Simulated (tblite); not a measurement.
Species: C6H5OS2 (doublet state).
Bonds: C1–C2, C2–S3 (double), C2–C4, C4–C5 (double), C5–C6, C6–O7 (double), C6–C8, C8–S9, C4–S9. Hydrogens: H10, H11, H12 on C1; H13 on C5; H14 on C8.
Bond orders are those of one Lewis drawing.

Computed with GFN2-xTB (tblite), gas phase: L-BFGS steps from a force-field or distance-geometry start until the largest atomic force falls under 0.01 eV/Å.

Step 52: E = -704.0301 eV
```
atom  x, y, z in Å  |  force x, y, z in eV/Å
C1      2.3577   -0.2754   -0.2738   -0.025  -0.013   0.000
C2      1.3393    0.6144    0.3517    0.035   0.026  -0.012
S3      1.7983    1.9938    1.1246   -0.035   0.017   0.027
C4     -0.0461    0.2896    0.2774    0.031   0.004  -0.014
C5     -0.7245   -0.5592   -0.5379    0.015  -0.011   0.011
C6     -2.1734   -0.5112   -0.3865   -0.032   0.018   0.006
O7     -3.0054   -1.1745   -0.9992    0.033  -0.051  -0.028
C8     -2.4877    0.4545    0.6372   -0.032   0.035   0.072
S9     -1.1621    1.2162    1.3090    0.051   0.061   0.019
H10     3.2763    0.2766   -0.4654   -0.054  -0.036   0.041
H11     1.9950   -0.7181   -1.1983   -0.002   0.004   0.005
H12     2.5817   -1.0847    0.4248    0.014  -0.008  -0.053
H13    -0.2695   -1.2133   -1.2571    0.006  -0.029  -0.041
H14    -3.4805    0.6909    0.9714   -0.006  -0.019  -0.032
```

Step 53: E = -704.0312 eV
```
atom  x, y, z in Å  |  force x, y, z in eV/Å
C1      2.3569   -0.2734   -0.2794   -0.030  -0.008   0.013
C2      1.3390    0.6144    0.3526    0.047   0.040  -0.026
S3      1.8050    1.9841    1.1395   -0.042   0.007   0.018
C4     -0.0473    0.2945    0.2748    0.043   0.020  -0.016
C5     -0.7240   -0.5609   -0.5353    0.028  -0.011   0.029
C6     -2.1723   -0.5159   -0.3817   -0.043   0.014  -0.002
O7     -3.0042   -1.1865   -0.9865    0.034  -0.056  -0.033
C8     -2.4882    0.4575    0.6339   -0.050   0.047   0.076
S9     -1.1657    1.2319    1.2967    0.074   0.028   0.007
H10     3.2825    0.2758   -0.4511   -0.089  -0.060   0.042
H11     2.0012   -0.6983   -1.2163    0.008   0.020   0.047
H12     2.5653   -1.0945    0.4114    0.020  -0.001  -0.085
H13    -0.2668   -1.2216   -1.2472    0.002  -0.026  -0.036
H14    -3.4821    0.6925    0.9663   -0.002  -0.016  -0.034
```

Task: Estimate the geometry and energy of step 54. (The exact step hangs on the optimiser's Hessian estimate; all steps are aligned on step 53, rigid shifts and turns removed.)

Result: E = -704.0326 eV, largest force 0.128 eV/Å
```
atom  x, y, z in Å  |  force x, y, z in eV/Å
C1      2.3547   -0.2719   -0.2855   -0.029   0.004   0.029
C2      1.3393    0.6154    0.3531    0.041   0.049  -0.033
S3      1.8125    1.9724    1.1583   -0.040  -0.003   0.006
C4     -0.0482    0.3023    0.2699    0.043   0.033  -0.017
C5     -0.7229   -0.5615   -0.5334    0.031  -0.013   0.046
C6     -2.1710   -0.5211   -0.3758   -0.035   0.006  -0.006
O7     -3.0012   -1.2024   -0.9714    0.038  -0.040  -0.021
C8     -2.4886    0.4612    0.6315   -0.055   0.045   0.054
S9     -1.1689    1.2522    1.2813    0.077  -0.028  -0.020
H10     3.2874    0.2731   -0.4336   -0.100  -0.075   0.027
H11     2.0072   -0.6764   -1.2355    0.014   0.036   0.084
H12     2.5467   -1.1060    0.3948    0.020  -0.002  -0.104
H13    -0.2633   -1.2304   -1.2372   -0.011  -0.007  -0.017
H14    -3.4845    0.6926    0.9611    0.007  -0.006  -0.028
```

The energy changes by -0.0014 eV. The first-order estimate −F·Δx gives -0.0020 eV and the mean of the old and new forces, exact on a quadratic surface, -0.0014 eV. The step makes an angle of 83° with the force vector and moves no atom by more than 0.030 Å.

The cost below is that of the whole relaxation. Time: 0.7 s wall. Hardware: one thread of an Arm Neoverse V2, shared host with 96 logical CPUs at a one-minute load of 50.
